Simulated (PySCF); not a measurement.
# BBr₃ + 3 H₂O → B(OH)₃ + 3 HBr

Level: PBE0 in the def2-TZVP basis family, all electrons, no relativity, computed in PySCF with density fitting; open shells unrestricted.

```json
{"species": "BBr₃", "state and structure": "singlet, D3h, B–Br 1.897 Å (×3)", "E (Eh)": "-7746.50346", "ZPE (kJ/mol)": "15.8", "H(298 K) − H(0) (kJ/mol)": "15.6", "S° (J/(mol K))": "323.8"}
{"species": "H₂O", "state and structure": "singlet, C2v, O–H 0.960 Å (×2); H–O–H 105.1°", "E (Eh)": "-76.37736", "ZPE (kJ/mol)": "56.5", "H(298 K) − H(0) (kJ/mol)": "9.9", "S° (J/(mol K))": "188.7"}
{"species": "B(OH)₃", "state and structure": "singlet, C3h, B–O 1.366 Å (×3), O–H 0.960 Å (×3); B–O–H 112.2° (×3), O–B–O 120.0° (×3)", "E (Eh)": "-252.33123", "ZPE (kJ/mol)": "129.4", "H(298 K) − H(0) (kJ/mol)": "13.9", "S° (J/(mol K))": "270.3"}
{"species": "HBr", "state and structure": "singlet, C∞v, H–Br 1.421 Å", "E (Eh)": "-2574.45811", "ZPE (kJ/mol)": "16.0", "H(298 K) − H(0) (kJ/mol)": "8.7", "S° (J/(mol K))": "198.5"}
```

**Question.** What is the electronic reaction energy?

**Answer.** At PBE0/def2-TZVP, ΔE = -183.8 kJ/mol from the differences of the total energies times 2625.5, downhill. 

**Question.** Add zero-point, thermal and entropy terms for 298.15 K and 1 bar.

**Answer.** ΔZPE = -7.9 and Δ[H(298) − H(0)] = -5.3 kJ/mol give ΔH° = -197.0 kJ/mol. ΔS° = -24.1 J/(mol K), so ΔG° = -197.0 − 298.15 × (-0.0241) = -190 kJ/mol.

Each species is the lowest minimum found with this bonding; other isomers or fragments can lie lower.
